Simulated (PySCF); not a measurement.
Compound: TaSCl3 (singlet state).
Structure used (PBE0-D3(BJ)/def2-SVP), in Å, numbered top down from 1:
```xyz
5
Cl3STa angstrom
Ta    -0.0039    0.0049   -0.0099
S      0.0547   -0.1579    2.1229
Cl     2.1494    0.0628   -0.7575
Cl    -1.1333    1.9240   -0.5097
Cl    -1.0668   -1.8338   -0.8458
```

The closed-shell ground state was solved at several levels (PySCF, density fitting, gas phase). Atoms past krypton carry effective core potentials; spin–orbit coupling is left out.

| level | basis functions | total energy (Eh) | HOMO (eV) | LUMO (eV) | gap (eV) | dipole (D) |
| --- | --- | --- | --- | --- | --- | --- |
| B3LYP/pcSseg-1 (def2-TZVP on Ta) | 136 | -1836.1053 | -8.16 | -3.19 | 4.97 | 1.15 |
| CAM-B3LYP/def2-SVPD | 143 | -1835.5281 | -9.67 | -2.06 | 7.61 | 1.05 |

Task: What might PBE0/pcSseg-1 (def2-TZVP on Ta) (136 basis functions) give for the same quantities?

Result: Total energy -1835.4157 Eh, HOMO -8.47 eV, LUMO -3.06 eV, gap 5.41 eV, dipole 1.17 D.

Task: Over all these levels, which gives the widest orbital gap and which the narrowest?

Result: CAM-B3LYP/def2-SVPD (range-separated hybrid) has the widest, 7.61 eV, and B3LYP/pcSseg-1 (def2-TZVP on Ta) (global hybrid, 20 % exact exchange) the narrowest, 4.97 eV. Functional and basis both differ between the two, so the spread mixes both effects.

Task: How far do the dipole and the HOMO energy spread over the levels?

Result: The dipole runs from 1.05 to 1.17 D (mean 1.12 D) and the HOMO from -9.67 to -8.16 eV.
